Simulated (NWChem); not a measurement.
System: GeH₄SeS; SMILES S[Se][GeH3]

The following NWChem deck was run.

```
start job
memory heap 200 mb stack 900 mb global 1100 mb
geometry units angstroms noautoz
  Se     0.799235    -0.635063     0.009000
  S     -1.081950    -1.821524    -0.067385
  H     -1.269701    -1.926624     1.269578
  Ge    -0.234853     1.496009    -0.001659
  H      0.910117     2.527081     0.012364
  H     -1.089202     1.641199    -1.270324
  H     -1.108537     1.640203     1.256137
end
basis spherical
  * library def2-svp
end
dft
  xc pbe0
  iterations 150
  vectors input atomic output neutral.movecs
end
task dft energy
charge 1
dft
  odft
  mult 2
  vectors input atomic output cation.movecs
end
task dft energy
```

Coordinates come from a PBE0/def2-SVP optimisation.

Ions are spin-unrestricted doublets at the neutral geometry; other ion states weren't tried.

Problem. Give the results of this calculation. (PBE0/def2-SVP, vertical spin-unrestricted ions.) Quantities: vertical ionisation energy, ΔSCF (eV); −ε(HOMO) (eV).

Solution. 
- vertical ionisation energy, ΔSCF (eV): 9.08
- −ε(HOMO) (eV): 6.96
